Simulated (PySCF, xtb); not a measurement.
sulfur trioxide (O₃S), SMILES O=S(=O)=O.

Harmonic wavenumbers (cm⁻¹) from GFN2-xTB (xtb) at its own minimum, in rising order: 389, 479, 479, 1032, 1310, 1310.

What does PBE-D3(BJ)/def2-TZVP run with PySCF 2.14.0 give at its own minimum? (An estimate is asked for; the answer gives what the named calculation found.)

468, 497, 497, 1021, 1345, 1345. Paired by order, the mean absolute difference is 33 cm⁻¹ and the zero-point energies are 7.1 and 7.4 kcal/mol.
